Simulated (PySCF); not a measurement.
P (phosphorus, neutral) across methods

[Ne] 3s2 3p3, high-spin 4S determinant. Computed with PySCF 2.14 in aug-cc-pV(T+d)Z (6s5p4d2f, 55 functions), with the non-relativistic Hamiltonian (point nucleus).

```csv
method,E (hartree),mean ε 3s α (eV),mean ε 3s β (eV),mean ε 3p α (eV),Σ⟨r²⟩ (bohr²),⟨S²⟩
TPSS,-341.2902,-15.128,-11.902,-6.423,30.11,3.751
revPBE,-341.2061,-14.730,-11.920,-6.284,30.31,3.750
r2SCAN0,-341.2435,-17.499,-13.074,-7.819,30.01,3.750
UHF,-340.71649,-22.762,-15.153,-10.672,30.32,3.751
r2SCAN,-341.2438,-15.630,-11.966,-6.709,30.06,3.750
CAM-B3LYP,-341.2762,-18.475,-14.827,-8.707,30.26,3.750
LDA,-339.9951,-14.720,-12.265,-6.308,30.47,3.751
PBE0,-341.1408,-16.915,-13.150,-7.540,30.14,3.750
```

Task: Estimate the same row for PBE.

Result: E (hartree) = -341.1082; mean ε 3s α (eV) = -14.742; mean ε 3s β (eV) = -12.016; mean ε 3p α (eV) = -6.300; Σ⟨r²⟩ (bohr²) = 30.36; ⟨S²⟩ = 3.750.
